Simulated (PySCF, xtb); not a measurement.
SnCl3I, SMILES [Cl][Sn]([Cl])([Cl])[I].

Harmonic wavenumbers (cm⁻¹) from GFN2-xTB (xtb) at its own minimum, in rising order: 71, 71, 92, 92, 92, 195, 282, 314, 315.

What does PBE-D3(BJ)/def2-SVP (PySCF) give at its own minimum? (An estimate is asked for; the answer gives what the named calculation found.)

71, 71, 107, 107, 108, 204, 351, 380, 380. Paired by order, the mean absolute difference is 28 cm⁻¹ and the zero-point energies are 2.2 and 2.5 kcal/mol.
